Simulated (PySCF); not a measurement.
Ga(H)(F)(NH2) (FGaH3N), SMILES [NH2][GaH][F]. Coordinates come from a ωB97X-D3(BJ)/def2-TZVP optimisation. The values are those of a single conformer.

Computed with PySCF 2.14.0 with ωB97X-D3(BJ)/def2-TZVP.

Harmonic wavenumbers (cm⁻¹): 185, 237, 389, 522, 581, 675, 736, 759, 1569, 2094, 3633, 3735. Rotational constants (GHz): 17.81, 6.293, 4.650; symmetry number 1.

### Question
Work out the zero-point energy and the ideal-gas rigid-rotor harmonic-oscillator thermochemistry at 298.15 K and 1 atm.

### Answer
ZPE = ½ Σ hcν = ½ × 15118 cm⁻¹ = 90.42 kJ/mol. H − E(el) = 105.86 kJ/mol. Entropy in J/(mol K): translation 166.88, rotation 100.15, vibration 29.46, total 296.49. G − E(el) = 17.47 kJ/mol. Cp = 74.41 J/(mol K).
